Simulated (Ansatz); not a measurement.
Cost and result for the atomization energy of CH₇AlBFOSi (13 atoms, 13 bonds).

```xyz
13

O    -1.034    1.051    0.441
C    -0.568   -0.328    0.902
Si    1.157   -0.253    1.586
Al   -1.060   -0.279   -1.001
B     0.448    0.096   -2.494
F     1.008    1.298   -2.601
H    -1.844    1.303    0.893
H    -1.318   -0.756    1.568
H     2.078    0.301    0.559
H     1.554   -1.652    1.902
H     1.284    0.575    2.819
H    -2.584   -0.644   -1.290
H     0.877   -0.714   -3.284
```

The species carries charge 0 and has multiplicity 1. The bonds changed during the relaxation, so this is another structure than the one it started from. All single points use the PBE0-D4/def2-TZVP geometry. It is one conformer, not always the lowest. Program: Ansatz. All runs use 2 threads of an AMD EPYC 7R13 on a shared host and a share of an NVIDIA H100 80 GB. Times are those of one run each, without the atoms' runs, and a repeat can differ threefold. Electronic energies, without spin–orbit coupling; frozen cores. CCSD(T)/CBS adds CCSD(T) − MP2 in def2-TZVPP to the MP2 limit, and its time is that of the two runs behind it. T1 = 0.014. B3LYP takes the VWN-RPA correlation (the form of Gaussian; ORCA's B3LYP/G).

CCSD(T)/CBS is a level of theory with its own doubt, some kJ/mol a heavy atom from the limit and from the frozen cores, so smaller differences don't rank the functionals.

```
                             level  functions  wall time
                PBE0-D4/def2-TZVPP        306      2.6 s
                 B2PLYP/def2-TZVPP        306      2.7 s
   PBE-D4/def2-TZVPP (with forces)        306        3 s
 B3LYP-D4/def2-TZVPP (with forces)        306      3.2 s
r2SCAN-D4/def2-TZVPP (with forces)        306      3.4 s
                ωB97X-V/def2-TZVPP        306      3.4 s
  ωB97M-V/def2-TZVPP (with forces)        306      3.7 s
                    MP2/def2-QZVPP        578      4.2 s
                CCSD(T)/def2-TZVPP        306      4.6 s
                 CCSD(T)/CBS(def2)          –      8.8 s
```

Q: What atomization energy does each give, and how far from CCSD(T)/CBS? (Estimate.)

A: Ansatz gave: 
| level | atomization (kJ/mol) | difference from CCSD(T)/CBS | per bond |
| --- | --- | --- | --- |
| PBE0-D4/def2-TZVPP | 4349.8 | -27.4 | -2.1 |
| B2PLYP/def2-TZVPP | 4320.2 | -57.0 | -4.4 |
| PBE-D4/def2-TZVPP (with forces) | 4419.9 | 42.7 | 3.3 |
| B3LYP-D4/def2-TZVPP (with forces) | 4367.0 | -10.2 | -0.8 |
| r2SCAN-D4/def2-TZVPP (with forces) | 4394.4 | 17.2 | 1.3 |
| ωB97X-V/def2-TZVPP | 4399.2 | 22.0 | 1.7 |
| ωB97M-V/def2-TZVPP (with forces) | 4390.4 | 13.2 | 1.0 |
| MP2/def2-QZVPP | 4397.9 | 20.7 | 1.6 |
| CCSD(T)/def2-TZVPP | 4263.2 | -114.0 | -8.8 |
| CCSD(T)/CBS(def2) | 4377.2 | 0.0 | 0.0 |

The D4 term adds +44.8 kJ/mol with B3LYP and +23.9 kJ/mol with PBE0; it sums over pairs of atoms, weighted by their polarisabilities, and B3LYP, whose exchange is more repulsive, gets the larger term. In def2-TZVPP, CCSD(T) changes the Hartree–Fock value by +1034.7 kJ/mol (the triples alone add +60.1 kJ/mol) and MP2 by +1101.4 kJ/mol; breaking electron pairs costs correlation energy, which Hartree–Fock lacks. From PBE to PBE0 (25 % exact exchange), in def2-TZVPP and without D4, the atomization energy moves by −66.1 kJ/mol: exact exchange takes away binding that semilocal exchange gives to molecules.
